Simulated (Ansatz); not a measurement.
A calculation with Ansatz (development build ahead of 0.2.0).

```yaml
crystal:
  periodic: [false, false, false]
  atoms:
    - { symbol: H, position_ang: [-1.15792, -1.14624, -0.76893] }
    - { symbol: H, position_ang: [-1.14016, -1.1431, -1.51398] }
    - { symbol: H, position_ang: [-1.14163, -1.1456, 1.51443] }
    - { symbol: H, position_ang: [-1.14845, -1.143, 0.78539] }
    - { symbol: H, position_ang: [-1.14675, 1.14485, -0.78329] }
    - { symbol: H, position_ang: [-1.15148, 1.14286, -1.51323] }
    - { symbol: H, position_ang: [-1.1499, 1.14073, 1.52197] }
    - { symbol: H, position_ang: [-1.14665, 1.15651, 0.77036] }
    - { symbol: H, position_ang: [1.1581, -1.14611, -0.77278] }
    - { symbol: H, position_ang: [1.15651, -1.14017, -1.51361] }
    - { symbol: H, position_ang: [1.1488, -1.15789, 1.52678] }
    - { symbol: H, position_ang: [1.14799, -1.15274, 0.76821] }
    - { symbol: H, position_ang: [1.14661, 1.1507, -0.77279] }
    - { symbol: H, position_ang: [1.14266, 1.14995, -1.52663] }
    - { symbol: H, position_ang: [1.15415, 1.14001, 1.52458] }
    - { symbol: H, position_ang: [1.15455, 1.15601, 0.78766] }
basis:
  gaussian: { orbitals: "6-31G" }
hamiltonian:
  xc: hf
```

The input is written out in the form of the current development build from the run's settings.

Output:

* Converged: yes
* Total energy: -8.94639 hartree
* Spin squared of the determinant: 0.000

Caution: no unrestricted run beside it, a lower state can exist.
